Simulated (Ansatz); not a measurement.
Consider the isomerisation: `CO[Si]N` → `O[SiH]1CN1`.

Computed with Ansatz on PBE0-D4/def2-TZVP structures; ΔE is electronic, products minus reactants. CBS: MP2 limit from def2 TZ/QZ plus the TZ coupled-cluster correction, frozen cores. DFT in def2-TZVPP. B3LYP here is the variant with VWN-RPA as its local correlation; programs differ in this. HSE06 is defined as in plane-wave codes. One conformer a species, not always the lowest.

`CO[Si]N`:

```xyz
9

C    -0.827    1.493   -0.111
O    -0.236    0.225   -0.268
Si    0.669   -0.498    0.921
N     1.038   -1.931    0.075
H    -0.446    2.172   -0.879
H    -0.615    1.929    0.873
H    -1.911    1.410   -0.227
H     1.599   -2.662    0.480
H     0.729   -2.139   -0.864
```

`O[SiH]1CN1`:

Cartesian coordinates in Å:
```
O -0.601 1.933 -0.589
Si 0.356 0.693 -0.129
C -0.119 -0.799 0.804
N 0.034 -0.868 -0.697
H -1.508 1.715 -0.811
H 1.717 1.248 -0.031
H -1.124 -1.022 1.157
H 0.646 -1.304 1.396
H 0.597 -1.599 -1.099
```

| level | ΔE (kJ/mol) | difference from CCSD(T)/CBS |
| --- | --- | --- |
| LDA (SPW92) | 43.9 | -4.5 |
| PBE-D4 | 49.4 | 1.0 |
| revPBE-D4 | 49.9 | 1.5 |
| BLYP-D4 | 68.9 | 20.5 |
| r2SCAN-D4 | 38.9 | -9.5 |
| B97M-V | 48.2 | -0.2 |
| B3LYP-D4 | 62.4 | 14.0 |
| r2SCANh-D4 | 38.3 | -10.1 |
| r2SCAN0-D4 | 37.6 | -10.8 |
| HSE06-D4 | 43.8 | -4.6 |
| BHLYP-D4 | 59.1 | 10.7 |
| CAM-B3LYP-D4 | 58.6 | 10.2 |
| ωB97M-V | 55.9 | 7.5 |
| B2PLYP | 55.6 | 7.2 |
| PBE-QIDH | 37.8 | -10.6 |
| PBE | 49.6 | 1.2 |
| revPBE | 50.2 | 1.8 |
| BLYP | 69.4 | 21.0 |
| r2SCAN | 38.8 | -9.6 |
| PBE0 | 43.9 | -4.5 |
| B3LYP | 62.7 | 14.3 |
| r2SCANh | 38.3 | -10.1 |
| r2SCAN0 | 37.6 | -10.8 |
| HSE06 | 43.9 | -4.5 |
| BHLYP | 59.1 | 10.7 |
| CAM-B3LYP | 58.6 | 10.2 |
| LC-ωPBE | 32.4 | -16.0 |
| RPA@PBE/def2-TZVPP | 61.2 | 12.8 |
| HF/def2-SVP | 84.1 | 35.7 |
| MP2/def2-SVP | 62.7 | 14.3 |
| CCSD/def2-SVP | 78.8 | 30.4 |
| CCSD(T)/def2-SVP | 77.6 | 29.2 |
| HF/def2-TZVPP | 63.5 | 15.1 |
| MP2/def2-TZVPP | 39.1 | -9.3 |
| SCS-MP2/def2-TZVPP | 47.0 | -1.4 |
| CCSD(T)/def2-TZVPP | 52.8 | 4.4 |
| HF/def2-QZVPP | 63.2 | 14.8 |
| SCS-MP2/def2-QZVPP | 43.9 | -4.5 |
| HF/CBS(def2) | 63.2 | 14.8 |
| MP2/CBS(def2) | 34.7 | -13.7 |
| CCSD(T)/CBS | 48.4 | 0 |

Question: What do rigid-rotor, harmonic-oscillator terms from PBE0-D4/def2-TZVP frequencies (298.15 K, 1 bar) make of the CCSD(T)/CBS value? (Best estimate.)

Answer: Computed: ΔZPE = -8.9 kJ/mol, ΔH = +37.6 kJ/mol, ΔS = -18 J/(mol·K), ΔG = +43.0 kJ/mol.

Largest T1 diagnostic among the species: 0.013.

Leaving LDA and LC-ωPBE aside and taking each functional with its dispersion term where it has one, the values spread over 31.2 kJ/mol, from r2SCAN0-D4 to BLYP-D4. LDA lies −5.8 kJ/mol from PBE without D4. At CCSD(T), def2-SVP lies +29.2 kJ/mol from the extrapolated value and def2-TZVPP +4.4 kJ/mol.
